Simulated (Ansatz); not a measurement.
Mulliken charges of CH₄ClOSi, SMILES `[CH2][SiH](O)Cl` radical from ωB97M-V/def2-TZVPP in Ansatz (PBE0-D4/def2-TZVP geometry).

```tsv
atom	x (Å)	y (Å)	z (Å)	charge (e)
C1	-1.096	0.675	-0.093	-0.393
Si2	0.608	0.008	-0.186	0.567
O3	1.019	-0.851	1.143	-0.371
Cl4	0.706	-1.158	-1.882	-0.235
H5	-1.783	0.654	-0.933	0.145
H6	-1.473	1.158	0.804	0.142
H7	1.648	1.051	-0.298	-0.033
H8	0.463	-1.593	1.388	0.178
```

Question: By hand: the dipole of these point charges (1 e Å = 4.8032 D).

Answer: Σ q r = (-0.208, 0.268, 0.185) e Å, of length 0.386 e Å = 1.85 D.

Question: How does the dipole of the full density compare? (An estimate is asked.)

Answer: Ansatz gave: (-0.380, 0.045, 0.223) e Å, 2.13 D; the point charges give 0.87 times that, at 39° from its direction.

Point charges leave out the atoms' own dipoles, such as those of lone pairs, and Mulliken's split depends on the basis, so the two needn't agree.
